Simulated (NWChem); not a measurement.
Species: CH$_{5}$InO; SMILES C[O][InH2]

```xyz
8

In     0.0156    -0.6260     0.0000
H     -1.3585    -1.6675     0.0012
H      1.7454    -0.7803    -0.0012
O     -0.5841     1.3147    -0.0003
C      0.3070     2.3994     0.0002
H      1.3899     2.1143    -0.0038
H      0.1420     3.0491    -0.8933
H      0.1474     3.0443     0.8981
```
Atoms are numbered in this order, from 1.

Program: NWChem. The geometry was optimised at PBE-D3(BJ)/def2-SVP. def2 effective core potentials on In; no spin-orbit coupling.

Question: What does the run give for PBE/def2-SVP (core potentials)? Quantities: highest occupied level (eV); orbital gap (eV); dipole (D).

Answer: highest occupied level (eV): -5.65
orbital gap (eV): 3.46
dipole (D): 1.54
